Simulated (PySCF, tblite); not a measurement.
Parent: `[CH3:1][CH:2]([CH3:3])[CH2:4]/[P:5]=[P:6]\[C:7]([F:8])([F:9])[F:10]` with C1–C2–C4–P5 -172°, C2–C4–P5–P6 -173°, C5H9F3P2.

Structures optimised with GFN2-xTB, isolated species. One conformer each, not checked by frequencies here.

```tsv
coordinate of the parent	value
C1–C2	1.527 Å
C2–C3	1.524 Å
C2–C4	1.531 Å
C4–P5	1.869 Å
P5=P6	2.033 Å
P6–C7	1.905 Å
C7–F8	1.346 Å
C7–F9	1.346 Å
C7–F10	1.336 Å
C1–C2–C3	110.6°
C1–C2–C4	109.5°
C3–C2–C4	110.4°
C2–C4–P5	110.8°
C4–P5–P6	109.1°
P5–P6–C7	106.3°
P6–C7–F8	113.7°
P6–C7–F9	113.4°
P6–C7–F10	110.0°
F8–C7–F9	106.6°
F8–C7–F10	106.4°
F9–C7–F10	106.4°
```

**Question.** How does the shared frame change in `[F:1][C:2]([F:3])([F:4])/[P:5]=[P:6]\[C:7]([F:8])([F:9])[F:10]`, C2F6P2? Atoms pair as C4 = C2, P5 = P5, P6 = P6, C7 = C7, F8 = F9, F9 = F8, F10 = F10 (parent first).

**Answer.** 
```tsv
parent	relative	value in the relative	change
C4–P5	C2–P5	1.924 Å	+0.055
P5=P6	P5=P6	2.027 Å	-0.006
P6–C7	P6–C7	1.924 Å	+0.019
C7–F8	C7–F9	1.335 Å	-0.011
C7–F9	C7–F8	1.335 Å	-0.011
C7–F10	C7–F10	1.339 Å	+0.003
C4–P5–P6	C2–P5–P6	109.7°	+0.6
P5–P6–C7	P5–P6–C7	109.7°	+3.4
P6–C7–F8	P6–C7–F9	114.9°	+1.2
P6–C7–F9	P6–C7–F8	111.8°	-1.6
P6–C7–F10	P6–C7–F10	107.4°	-2.6
F8–C7–F9	F9–C7–F8	108.5°	+1.9
F8–C7–F10	F9–C7–F10	106.6°	+0.2
F9–C7–F10	F8–C7–F10	107.2°	+0.8
```

Of the parent's bonds, C4–P5 changes most (+0.055 Å). Bonds of the relative outside the shared frame: F1–C2 1.335, C2–F3 1.338, C2–F4 1.335 Å. Point group C1 → C2.

All values are computed, not measured.
